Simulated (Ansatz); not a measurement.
A trace of molecular dynamics of FH$_{4}$NO$_{2}$Zr (9 atoms, charge 0, multiplicity 1).

The calculation used RHF/def2-SVP (Ansatz 0.2.0).

| Quantity | Value |
| --- | --- |
| ensemble | NVT, Nosé–Hoover chain |
| set temperature | 700 K |
| thermostat | time constant 20 fs, chain length 1 |
| seed | 88800 |

| time (fs) | T (K) | potential energy less start (eV) | conserved less start (meV/atom) |
| --- | --- | --- | --- |
| 0.0 | 700 | 0.000 | 0.00 |
| 6.0 | 450 | 0.246 | 1.42 |
| 12.0 | 223 | 0.474 | 1.56 |
| 18.0 | 425 | 0.330 | 0.45 |
| 24.0 | 517 | 0.374 | 1.94 |
| 30.0 | 575 | 0.481 | 1.92 |
| 36.0 | 644 | 0.608 | 1.53 |
| 42.0 | 712 | 0.772 | 3.54 |
| 48.0 | 929 | 0.831 | 3.60 |
| 54.0 | 1291 | 0.803 | 3.09 |
| 60.0 | 1177 | 1.078 | 5.21 |
| 66.0 | 1038 | 1.210 | 4.06 |
| 72.0 | 1091 | 1.053 | 2.93 |
| 78.0 | 567 | 1.417 | 5.53 |
| 84.0 | 684 | 1.180 | 3.43 |
| 90.0 | 1133 | 0.589 | 1.90 |
| 96.0 | 972 | 0.483 | 3.55 |
| 102.0 | 567 | 0.593 | 2.35 |
| 108.0 | 391 | 0.602 | 1.35 |
| 114.0 | 286 | 0.643 | 2.62 |
| 120.0 | 507 | 0.377 | 1.61 |
| 126.0 | 619 | 0.217 | 0.98 |
| 132.0 | 501 | 0.300 | 2.39 |
| 138.0 | 401 | 0.365 | 1.08 |
| 144.0 | 342 | 0.437 | 1.35 |
| 150.0 | 474 | 0.380 | 2.42 |

Q: Can this run be trusted? Judge the integration.

A: The conserved energy wandered by up to 6.1 meV per atom (net 2.4 meV per atom), which is poor conservation. The mean temperature of the second half is 16 % below the set value. A run of 0.15 ps of so small a system gives no equilibrium averages. The time step was 1 fs.

Run time: 6.6 min on 1 thread of Intel(R) Xeon(R) Platinum 8488C (Sapphire Rapids) (shared host), peak memory 0.23 GiB.
